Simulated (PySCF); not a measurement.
## Partial charges of `N#CCOC(=S)CF`

C4H4FNOS.
Geometry (GFN2-xTB, Å), atoms numbered from 1 in this order:
```
atom  x, y, z in Å
N1     3.2546    0.4910   -0.3349
C2     2.3802   -0.2081   -0.1156
C3     1.2518   -1.0742    0.1731
O4     0.1185   -0.3231    0.5843
C5    -0.7012    0.1538   -0.3347
S6    -0.5783   -0.0831   -1.9392
C7    -1.8451    0.9481    0.2415
F8    -1.7062    1.1503    1.5808
H9     1.0140   -1.6599   -0.7274
H10    1.5030   -1.7336    1.0097
H11   -2.7882    0.4099    0.0821
H12   -1.9020    1.9281   -0.2457
```

Density: PBE0/pcSseg-1 (PySCF); schemes: Mulliken, IAO, Hirshfeld and ESP-fitted. One conformer (not necessarily the lowest) at the GFN2-xTB geometry, without solvent, vibrations or thermal averaging.

Problem. Atoms with like bonding are taken together and averaged. Do the Mulliken, IAO, Hirshfeld and ESP-fitted schemes agree on where the charge is lowest?

Solution. The schemes don't all agree: Mulliken O4 (-0.389); IAO F8 (-0.307); Hirshfeld N1 (-0.196); ESP-fitted N1 (-0.422).

Problem. For which atoms does the sign change between the 4 schemes (beyond +0.03 e in one, beyond −0.03 e in another)?

Solution. C3. Atomic charges aren't observables, and each scheme defines them in its own way.

Problem. What partial charge does each atom carry?

Solution. In e; atoms taken as equivalent share a row and are averaged (×n: the atom named and its like, n in all):

```tsv
atom	environment	Mulliken	IAO	Hirshfeld	ESP-fitted
N1	nitrile nitrogen	-0.221	-0.204	-0.196	-0.422
C2	nitrile carbon	+0.052	+0.130	+0.078	+0.370
C3	sp3 carbon bound to oxygen	+0.096	-0.098	+0.039	-0.091
O4	oxygen bonded to 2 C	-0.389	-0.258	-0.064	-0.172
C5	thiocarbonyl carbon	-0.029	+0.121	+0.107	+0.269
S6	thiocarbonyl sulfur	-0.100	-0.153	-0.134	-0.266
C7	sp3 C–F carbon	+0.238	+0.024	+0.022	+0.048
F8	alkyl fluorine	-0.316	-0.307	-0.113	-0.201
H9/H10	methylene hydrogen	+0.185	+0.197	+0.069	+0.139
H11/H12	methylene hydrogen	+0.149	+0.176	+0.062	+0.093
```

Mean size of the charges over all atoms: ESP-fitted 0.192 e, Mulliken 0.176 e, IAO 0.170 e, Hirshfeld 0.084 e. Each set sums to the total charge, 0, to within 0.001 e. The IAO scheme counts the electrons in orthogonalised intrinsic atomic orbitals, a minimal basis polarised so that it spans the occupied orbitals exactly.

Some averages cover members that differ in this geometry: H9/H10, ESP-fitted +0.120 to +0.158; H9/H10, Hirshfeld +0.054 to +0.083 e.

Problem. How closely do the schemes follow one another over all atoms?

Solution. Correlation coefficient and root-mean-square difference: Hirshfeld with ESP-fitted 0.93, 0.138 e; Mulliken with IAO 0.86, 0.105 e; IAO with Hirshfeld 0.85, 0.114 e; IAO with ESP-fitted 0.84, 0.123 e; Mulliken with Hirshfeld 0.73, 0.147 e; Mulliken with ESP-fitted 0.64, 0.183 e.

Problem. How many electrons does the IAO scheme count on C2?

Solution. Z − q = 6 − (+0.130) = 5.870.

The run behind these numbers computed NMR shieldings as well. On an x86-64 server with one thread, shared host, this took 19 s of wall time.
